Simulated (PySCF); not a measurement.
**A small calculation by hand: refractive index and permittivity of the vapour**

silylphosphine (H5PSi), SMILES P[SiH3].

Coordinates come from a B3LYP-D3(BJ)/def2-TZVP optimisation.

M06-2X/def2-TZVPD run with PySCF gives a mean static polarisability of 59.0 bohr³ and a dipole moment of 0.67 D. Take an ideal gas at 298.15 K and 1 bar, whether or not the substance is that volatile.

### Question
Work out n − 1 in the optical limit and the static ε − 1.

### Answer

Polarisability volume α' = 59.0 × 0.148185 = 8.74 Å³. Number density N = p/kT = 2.43e-5 Å⁻³.
Dilute limit of Lorentz–Lorenz: n − 1 = 2π N α' = 0.0013.
Orientation term of Debye: μ²/(3kT) = 8.098 Å³ × μ²(D²) = 3.64 Å³.
ε − 1 = 4π N (α' + μ²/3kT) = 0.0038. Orientation of the dipole supplies 29 % of the static response; it can't follow optical fields. Vibrational polarisation and dispersion are left out.
